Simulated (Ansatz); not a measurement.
The cluster Ag4H4. Total charge 0; singlet. Geometry r2SCAN-D4/def2-SVP.

```xyz
8

Ag   -1.6074   -0.2783    0.6556
Ag    0.5654    1.3118    1.0052
Ag   -0.3711    0.8309   -1.4945
Ag    0.9082   -1.2678   -0.1086
H    -0.6115    0.3599    2.0568
H     1.9568   -2.5017   -0.2292
H     0.9618    1.8270   -0.7162
H    -1.8022   -0.2819   -1.1692
```

In the def2 sets Ag takes a core potential; there is no spin–orbit coupling. No other spin state of charge 0 was run. Another isomer (singlet) lies 1.94 eV lower at PBE0-D4/def2-TZVP; other spin states weren't run for this one.

Estimate the orbital energies around the gap (eV) in Ansatz with PBE-D4/def2-TZVP, r2SCAN-D4/def2-TZVP, B97M-V/def2-TZVP, PBE0-D4/def2-TZVP.


| orbital | PBE-D4/def2-TZVP | r2SCAN-D4/def2-TZVP | B97M-V/def2-TZVP | PBE0-D4/def2-TZVP |
| --- | --- | --- | --- | --- |
| HOMO−9 | -8.21 | -8.48 | -8.57 | -10.00 |
| HOMO−8 | -8.13 | -8.30 | -8.30 | -9.57 |
| HOMO−7 | -7.84 | -8.07 | -8.17 | -9.47 |
| HOMO−6 | -7.51 | -7.75 | -7.88 | -9.24 |
| HOMO−5 | -7.49 | -7.73 | -7.86 | -9.22 |
| HOMO−4 | -7.41 | -7.65 | -7.76 | -9.10 |
| HOMO−3 | -7.39 | -7.64 | -7.74 | -9.08 |
| HOMO−2 | -6.30 | -6.46 | -6.53 | -7.37 |
| HOMO−1 | -6.29 | -6.44 | -6.52 | -7.35 |
| HOMO | -5.56 | -5.69 | -5.68 | -6.43 |
| LUMO | -2.93 | -2.72 | -2.90 | -2.22 |
| LUMO+1 | -2.91 | -2.65 | -2.79 | -2.02 |
| LUMO+2 | -2.90 | -2.64 | -2.78 | -2.00 |
| LUMO+3 | -1.52 | -1.18 | -1.48 | -0.83 |
| LUMO+4 | -0.77 | -0.45 | -0.78 | -0.07 |
| LUMO+5 | -0.75 | -0.43 | -0.76 | -0.05 |
